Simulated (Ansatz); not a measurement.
Consider the redistribution: `CC1=CC(C(F)(F)F)=[O+][Ti-]([OH])([F])([F])[O]1` + `C[Se][Ti]([OH])([F])[Cl]` → `C[Se][Ti]([OH])([F])[F]` + `CC1=CC(C(F)(F)F)=[O+][Ti-]([OH])([F])([Cl])[O]1`.

Gas-phase electronic energies from Ansatz, PBE0-D4/def2-TZVP geometries. CBS: MP2 limit from def2 TZ/QZ plus the TZ coupled-cluster correction, frozen cores. Functionals use def2-TZVPP. B3LYP here is the variant with VWN-RPA as its local correlation; programs differ in this. For Se, Ti outer-core shells are correlated without core-valence functions, which leaves a few kJ/mol of doubt a bond. Scalar relativity is left out up to krypton. One conformer a species, not always the lowest.

`CC1=CC(C(F)(F)F)=[O+][Ti-]([OH])([F])([F])[O]1`:

```xyz
19

C    -0.988   -2.507    0.584
C    -0.368   -1.193    0.247
C    -0.873    0.000    0.812
C    -0.296    1.202    0.501
C    -0.850    2.499    1.097
F    -1.892    2.275    1.899
F    -1.246    3.316    0.125
F     0.091    3.115    1.807
O     0.703    1.398   -0.263
Ti    1.884    0.244   -1.327
O     1.406   -0.374   -2.933
F     2.741    1.695   -1.828
F     3.181   -0.652   -0.552
O     0.603   -1.200   -0.546
H    -1.824   -2.408    1.272
H    -1.325   -2.991   -0.336
H    -0.225   -3.154    1.023
H    -1.715   -0.034    1.484
H     0.990   -1.230   -3.065
```

`C[Se][Ti]([OH])([F])[Cl]`:

```xyz
10

C     0.939   -0.863    1.527
Se   -0.460    0.507    1.367
Ti   -0.528    0.411   -1.019
O    -1.657    1.672   -1.484
F     1.110    0.663   -1.594
Cl   -1.195   -1.603   -1.617
H     1.772   -0.633    0.864
H     0.521   -1.840    1.293
H     1.280   -0.840    2.560
H    -1.783    2.526   -1.897
```

`C[Se][Ti]([OH])([F])[F]`:

Cartesian coordinates in Å:
```
C 1.382 -1.418 -0.081
Se 1.398 0.542 -0.252
Ti -0.955 0.739 0.180
O -1.298 2.465 0.077
F -1.795 -0.226 -1.025
F -1.286 0.070 1.774
H 0.739 -1.855 -0.842
H 1.053 -1.704 0.915
H 2.408 -1.749 -0.236
H -1.646 3.136 -0.511
```

`CC1=CC(C(F)(F)F)=[O+][Ti-]([OH])([F])([Cl])[O]1`:

```xyz
19

C     0.205    2.455   -1.210
C     0.092    1.158   -0.485
C     0.267   -0.064   -1.170
C     0.148   -1.248   -0.493
C     0.283   -2.580   -1.237
F     0.546   -2.403   -2.533
F    -0.849   -3.273   -1.137
F     1.266   -3.303   -0.711
O    -0.079   -1.397    0.749
Ti   -0.273   -0.183    2.279
O    -1.735    0.715    2.764
F    -0.532   -1.600    3.278
Cl    1.602    0.625    3.115
O    -0.166    1.206    0.742
H     0.389    2.322   -2.275
H    -0.710    3.032   -1.063
H     1.022    3.032   -0.768
H     0.472   -0.067   -2.229
H    -1.948    1.573    2.386
```

Problem. Is it downhill or uphill in electronic energy at CCSD(T)/CBS, and by how much? (Best estimate.)

Solution. Computed: Uphill: ΔE = +2.1 kcal/mol.

Problem. What do these levels give: PBE-D4, r2SCAN-D4, PBE0-D4, B3LYP-D4, r2SCAN, B3LYP, HF/def2-TZVPP, CCSD/def2-TZVPP, CCSD(T)/def2-TZVPP, MP2/def2-QZVPP, HF/CBS(def2), MP2/CBS(def2)? (Estimate.)

Solution. The calculation gave: PBE-D4 1.0, r2SCAN-D4 1.1, PBE0-D4 1.2, B3LYP-D4 1.2, r2SCAN 1.2, B3LYP 1.3, HF/def2-TZVPP 1.6, CCSD/def2-TZVPP 1.6, CCSD(T)/def2-TZVPP 1.8, MP2/def2-QZVPP 2.7, HF/CBS(def2) 1.6, MP2/CBS(def2) 2.8 kcal/mol.

Largest T1 diagnostic among the species: 0.023, so the coupled-cluster value is less sure than usual.
